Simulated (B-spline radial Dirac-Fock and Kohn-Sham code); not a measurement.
## Gd³⁸⁺: eigenvalues, ΔSCF and the reference

System: the Gd³⁸⁺ ion, [Ar] 3d8.

The density-functional columns are spherical, spin-unpolarised Dirac-Kohn-Sham results without Breit or QED terms: −ε is minus the orbital energy of the initial state and ΔSCF the difference of two total energies. The reference in the last column comes from Dirac-Fock (average of configuration) total-energy differences with a finite nucleus, the Breit interaction including its frequency dependence, and self-energy and vacuum-polarisation corrections. All numbers are from an atomic code on a B-spline grid, in eV; a selection of levels is shown. For the 1s level of heavy atoms much of the gap between ΔSCF and the reference is the Breit and QED part, -215.8 eV here; for other levels the error of the functional can be larger.

```
level   LDA −ε  LDA ΔSCF  Dirac-Fock
    K  51776.0   52265.5     52060.8
   L1   9987.4   10099.6     10151.8
   L2   9586.6    9722.0      9712.8
   L3   8886.5    9010.8      9019.7
   M1   3418.3    3466.2      3500.6
   M2   3249.9    3300.1      3314.8
   M3   3094.7    3142.7      3159.5
 M4,5   2793.6    2847.4      2846.0
```

Values without a named source are computed, but for edge energies of neutral atoms, which are taken from tables.
